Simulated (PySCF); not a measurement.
Field gradients from PBE0/pcSseg-1 densities (PySCF, non-relativistic) at PBE0-D3(BJ)/def2-SVP geometries, isolated species, one conformer each; χzz is the principal value of largest magnitude, with Q(14N) = 0.02044 b. With a basis this small, the couplings can be 20 % off.

Q: These 14N couplings (χzz in MHz, η) are listed in rising order: (-5.299, 0.31); (-4.490, 0.10); (-4.078, 0.47); (-3.836, 0.05). Assign them to: the nitrile nitrogen of `Cc1cccc(C#N)c1`; the pyridine-type nitrogen of `C=C=Cc1ccccn1`; the pyrrole-type nitrogen of `c1ccc2[nH]ccc2c1`; the boron-bound nitrogen of `NBN`.

A: -5.299 MHz, η 0.31: the pyridine-type nitrogen of `C=C=Cc1ccccn1`; -4.490 MHz, η 0.10: the nitrile nitrogen of `Cc1cccc(C#N)c1`; -4.078 MHz, η 0.47: the boron-bound nitrogen of `NBN`; -3.836 MHz, η 0.05: the pyrrole-type nitrogen of `c1ccc2[nH]ccc2c1`.

All sites together:

| nucleus | site | Vzz (au) | η | χzz (MHz) |
| --- | --- | --- | --- | --- |
| 14N | the nitrile nitrogen of Cc1cccc(C#N)c1 | -0.935 | 0.10 | -4.490 |
| 14N | the pyridine-type nitrogen of C=C=Cc1ccccn1 | -1.103 | 0.31 | -5.299 |
| 14N | the pyrrole-type nitrogen of c1ccc2[nH]ccc2c1 | -0.799 | 0.05 | -3.836 |
| 14N | the boron-bound nitrogen of NBN | -0.849 | 0.47 | -4.078 |
